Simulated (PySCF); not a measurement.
Atomic charges against the basis set

C2H8BNO2.
Atom-mapped SMILES: `[CH3:1][C@@H:2]([NH2:3])[B:4]([OH:5])[OH:6]` (hydrogens: H7, H8, H9 on C1; H10 on C2; H11, H12 on N3; H13 on O5; H14 on O6)

PBE0 throughout (PySCF), one geometry, spherical d and f functions. The structure is a single PBE0-D3(BJ)/def2-SVP conformer in the gas phase; no vibrational or solvent corrections. Atoms taken as equivalent share a column and are averaged. The first 7 of 9 kinds of atom are listed.

Mulliken charges (e):

```tsv
basis	functions	C1	C2	N3	B4	O5/O6	H7/H8/H9	H10
STO-3G	38	-0.231	-0.094	-0.412	+0.333	-0.330	+0.072	+0.067
6-31G	70	-0.485	-0.248	-0.694	+0.639	-0.631	+0.163	+0.175
pcSseg-0	70	-0.608	-0.538	-0.724	+0.873	-0.646	+0.223	+0.248
6-31G*	100	-0.531	-0.182	-0.755	+0.511	-0.605	+0.170	+0.163
cc-pVDZ	124	-0.067	-0.131	-0.205	+0.029	-0.124	+0.035	+0.032
def2-SVP	124	-0.068	-0.101	-0.242	-0.014	-0.158	+0.036	+0.043
6-311+G(2d,p)	210	-0.492	-0.426	-0.484	+1.151	-0.705	+0.146	+0.134
aug-cc-pVDZ	210	+0.637	+0.354	-0.237	+0.780	-0.530	-0.185	-0.354
def2-TZVP	234	-0.365	-0.090	-0.486	+0.268	-0.428	+0.115	+0.096
IGLO-III	290	-0.381	-0.251	-0.530	+0.751	-0.562	+0.117	+0.129
cc-pVTZ	292	-0.289	-0.052	-0.315	+0.153	-0.269	+0.090	+0.086
pcSseg-2	328	-0.071	-0.066	-0.337	+0.579	-0.435	+0.026	+0.029
```

IAO charges (e):

```
        basis  functions      C1      C2      N3      B4   O5/O6  H7/H8/H9     H10
       STO-3G         38  -0.385  -0.192  -0.434  +0.332  -0.373    +0.127  +0.131
        6-31G         70  -0.420  -0.172  -0.565  +0.453  -0.539    +0.140  +0.148
     pcSseg-0         70  -0.411  -0.183  -0.541  +0.433  -0.515    +0.138  +0.148
       6-31G*        100  -0.400  -0.160  -0.564  +0.494  -0.549    +0.132  +0.137
      cc-pVDZ        124  -0.400  -0.157  -0.563  +0.479  -0.544    +0.131  +0.136
     def2-SVP        124  -0.389  -0.159  -0.556  +0.475  -0.540    +0.128  +0.135
6-311+G(2d,p)        210  -0.413  -0.164  -0.593  +0.499  -0.567    +0.137  +0.144
  aug-cc-pVDZ        210  -0.411  -0.162  -0.592  +0.492  -0.564    +0.137  +0.143
    def2-TZVP        234  -0.413  -0.164  -0.589  +0.503  -0.567    +0.137  +0.143
     IGLO-III        290  -0.414  -0.165  -0.593  +0.502  -0.569    +0.138  +0.144
      cc-pVTZ        292  -0.414  -0.164  -0.587  +0.502  -0.566    +0.137  +0.143
     pcSseg-2        328  -0.413  -0.165  -0.591  +0.504  -0.569    +0.137  +0.143
```

Hirshfeld charges (e):

| basis | functions | C1 | C2 | N3 | B4 | O5/O6 | H7/H8/H9 | H10 |
| --- | --- | --- | --- | --- | --- | --- | --- | --- |
| STO-3G | 38 | -0.043 | -0.008 | -0.233 | +0.157 | -0.185 | +0.012 | +0.008 |
| 6-31G | 70 | -0.101 | -0.042 | -0.247 | +0.208 | -0.261 | +0.034 | +0.034 |
| pcSseg-0 | 70 | -0.104 | -0.046 | -0.239 | +0.209 | -0.260 | +0.034 | +0.031 |
| 6-31G* | 100 | -0.102 | -0.046 | -0.243 | +0.210 | -0.257 | +0.033 | +0.034 |
| cc-pVDZ | 124 | -0.114 | -0.058 | -0.232 | +0.210 | -0.248 | +0.035 | +0.033 |
| def2-SVP | 124 | -0.116 | -0.059 | -0.238 | +0.220 | -0.254 | +0.036 | +0.034 |
| 6-311+G(2d,p) | 210 | -0.119 | -0.068 | -0.243 | +0.238 | -0.261 | +0.039 | +0.040 |
| aug-cc-pVDZ | 210 | -0.126 | -0.068 | -0.243 | +0.237 | -0.257 | +0.041 | +0.042 |
| def2-TZVP | 234 | -0.122 | -0.065 | -0.243 | +0.236 | -0.261 | +0.039 | +0.039 |
| IGLO-III | 290 | -0.126 | -0.067 | -0.245 | +0.241 | -0.260 | +0.041 | +0.041 |
| cc-pVTZ | 292 | -0.122 | -0.063 | -0.242 | +0.235 | -0.259 | +0.039 | +0.039 |
| pcSseg-2 | 328 | -0.127 | -0.066 | -0.246 | +0.242 | -0.261 | +0.041 | +0.041 |

Some averages cover members that differ in this geometry, most widely: O5/O6, Mulliken in aug-cc-pVDZ -0.629 to -0.431; H7/H8/H9, Mulliken in aug-cc-pVDZ -0.222 to -0.149; H7/H8/H9, Mulliken in 6-31G +0.131 to +0.194; H7/H8/H9, Mulliken in IGLO-III +0.086 to +0.148 e.

**Question.** Which scheme is steadiest as the basis changes?

**Answer.** Largest range over the bases for any column: Hirshfeld 0.09 e, IAO 0.20 e, Mulliken 1.24 e. Hirshfeld charges move least and Mulliken charges most, counted in e. Without the minimal STO-3G basis the ranges are Hirshfeld 0.03, IAO 0.07, Mulliken 1.24 e.

**Question.** How much do the charges still move between the two largest bases, cc-pVTZ and pcSseg-2?

**Answer.** At most, over all atoms: Mulliken 0.426 e, IAO 0.005 e, Hirshfeld 0.007 e.

**Question.** What do the same runs give for the total energy, the frontier levels and the dipole moment?

**Answer.** 
```
        basis  energy (Eh)  HOMO (eV)  LUMO (eV)  μ (D)
       STO-3G    -306.7686      -3.15       5.03   2.34
        6-31G    -310.7191      -5.97       1.42   2.09
     pcSseg-0    -310.0948      -5.98       1.22   2.27
       6-31G*    -310.8094      -6.11       1.68   1.87
      cc-pVDZ    -310.8486      -6.18       1.25   1.68
     def2-SVP    -310.6042      -6.21       1.17   1.78
6-311+G(2d,p)    -310.9357      -6.57      -0.22   1.77
  aug-cc-pVDZ    -310.8797      -6.56      -0.38   1.73
    def2-TZVP    -310.9583      -6.51       0.47   1.71
     IGLO-III    -310.9702      -6.55       0.13   1.71
      cc-pVTZ    -310.9507      -6.45       0.67   1.65
     pcSseg-2    -310.9633      -6.55       0.12   1.73
```

The dipole is fixed by the density alone, so its range of 0.69 D shows that the density itself changes with the basis, not only its division among atoms.
